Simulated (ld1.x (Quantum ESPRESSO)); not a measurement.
Cl, TM: configuration errors across variants

ld1.x (Quantum ESPRESSO) 7.5 input, shortened:

```
&input
   title='Cl', zed=17., rel=1, dft='PZ', iswitch=3,
   config='[Ne] 3s1 3p6 3d-2'
 /
 &inputp
   pseudotype=2, tm=.true., lloc=2,
   nlcc=.false.
 /
3
3S  1  0   1.00   0.00  1.35  1.35  0.0
3P  2  1   6.00   0.00  1.05  1.05  0.0
3D  3  2  -2.00   0.35  1.35  1.35  0.0
 &test
   configts(1)='3s1 3p6'
 /
```

All-electron excitation energies from the reference (eV): (1) 3s2 3p5 -12.048; (2) 3s2 3p4 1.923; (3) 3s2 3p3 27.451; (4) 3s2 3p2 65.846; (5) 3s1 3p5 14.517; (6) 3s2 3p4.5 -6.414; (7) 3s2 3p5.3 -14.221; (8) 3s1 3p6 spin -0.267; (9) 3s2 3p5 spin -12.234.

Spin tests fill each open shell by Hund’s rule, majority spin first.

Errors AE − PS in meV (a dash: test not solved or not reliable):

```csv
change,(1),(2),(3),(4),(5),(6),(7),(8),(9),bound ghosts
base,+5.5,+6.0,+36,+136,+7.0,+3.8,+7.2,+41,+22,none
wave 3s (bound): rc 1.35 bohr becomes 3s (bound): rc 1.10 bohr,+4.6,+5.5,+38,+146,+7.1,+3.0,+6.3,+41,+21,none
wave 3s (bound): rc 1.35 bohr becomes 3s (bound): rc 1.20 bohr,+5.6,+6.1,+36,+135,+6.9,+4.0,+7.3,+41,+22,none
wave 3s (bound): rc 1.35 bohr becomes 3s (bound): rc 1.34 bohr,+5.5,+6.0,+36,+136,+7.0,+3.8,+7.2,+41,+22,none
wave 3s (bound): rc 1.35 bohr becomes 3s (bound): rc 1.50 bohr,+3.5,+5.6,+42,+159,+7.5,+2.4,+5.2,+40,+20,none
wave 3s (bound): rc 1.35 bohr becomes 3s (bound): rc 1.68 bohr,+0.3,+5.9,+54,+200,+8.0,+0.2,+1.7,+40,+17,none
wave 3s (bound): rc 1.35 bohr becomes 3s (bound): rc 1.88 bohr,-6.3,+7.3,+80,+287,+9.2,-3.8,-5.5,+43,+10,none
wave 3s (bound): rc 1.35 bohr becomes 3s (bound): rc 2.04 bohr,-12,+8.3,+102,+356,+10,-7.6,-12,+47,+4.5,none
```

Problem. Give the same row for: wave 3s (bound): rc 1.35 bohr becomes 3s (bound): rc 0.94 bohr.

Solution. +7.5, +13, +62, +216, +8.0, +7.4, +8.9, +45, +24; bound ghosts: none.
